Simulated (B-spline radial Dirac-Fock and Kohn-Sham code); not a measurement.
Electron momentum distribution of Ce³¹⁺: Compton profiles

System: the Ce³¹⁺ ion in the configuration [Ar] 3d9.

These are calculated numbers from a radial atomic solver; the model is the impulse approximation on configuration-average Dirac-Fock orbitals. pz is in atomic units of momentum; subshell profiles are per electron, for a selection of subshells; open shells are spread over both j values by their weights.

| pz | J total | J 2s1/2 | J 3p3/2 | J 3d3/2 | J 3d5/2 |
| --- | --- | --- | --- | --- | --- |
| 3 | 1.159 | 0.0447 | 0.0622 | 0.0431 | 0.0436 |
| 4 | 1.077 | 0.0418 | 0.0568 | 0.0426 | 0.0431 |
| 5 | 0.9791 | 0.0383 | 0.0487 | 0.0415 | 0.0420 |
| 7 | 0.7654 | 0.0306 | 0.0294 | 0.0366 | 0.0367 |
| 10 | 0.4897 | 0.0193 | 0.00931 | 0.0244 | 0.0243 |
| 15 | 0.2369 | 0.00685 | 0.00262 | 0.00863 | 0.00836 |
| 20 | 0.1273 | 0.00226 | 0.00243 | 0.00262 | 0.00248 |
| 30 | 0.04580 | 0.00120 | 0.000992 | 0.000266 | 0.000241 |
| 40 | 0.02042 | 0.00104 | 0.000294 | 3.67e-05 | 3.16e-05 |
| 60 | 0.005835 | 0.000426 | 3.12e-05 | 1.59e-06 | 1.24e-06 |
| 100 | 0.0008944 | 6.26e-05 | 1.13e-06 | < 1e-6 | < 1e-6 |

Problem. What is the peak value J(0), and which subshell contributes most to it?

Solution. J(0) = 1.271. The 3p3/2 subshell gives the largest part, 21 %.

Mean momentum ⟨p⟩ by subshell (a.u.): 1s1/2 55.1, 2s1/2 19.6, 2p1/2 26.2, 2p3/2 24.4, 3s1/2 10.0, 3p1/2 12.0, 3p3/2 11.5, 3d3/2 13.7, 3d5/2 13.5.
